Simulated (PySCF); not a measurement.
Input for PySCF: R-M06-2X/6-31G* on CH4BFO (SMILES CB(O)F), a point of a torsion scan.

```python
from pyscf import gto, scf, dft, mp
from pyscf.data.elements import chemcore

mol = gto.M(
    atom='''
    C    -0.90081653   -0.18853384   -0.04817356
    B     0.54379981    0.47014783   -0.00952133
    O     1.61888232    0.09384708   -0.70850367
    F     0.74627634    1.51358311    0.79590935
    H    -1.64716527    0.55075242   -0.32921517
    H    -0.97657782   -1.02292794   -0.74004674
    H    -1.18060116   -0.54517270    0.94039719
    H     1.52732575   -0.64969666   -1.30122038
    ''',
    basis='6-31g*',
    cart=True,
    charge=0, spin=0, verbose=3, max_memory=1800)
mf = dft.RKS(mol, xc='m062x')
mf.conv_tol = 1e-8
mf.max_cycle = 100
mf.kernel()
if not mf.converged:
    mf = mf.newton().run(mf.mo_coeff, mf.mo_occ)
```

The log:

```
converged SCF energy = -240.451294095752
```

The calculation finished and met its thresholds.

Cost: about 15 core-seconds (a rough figure).
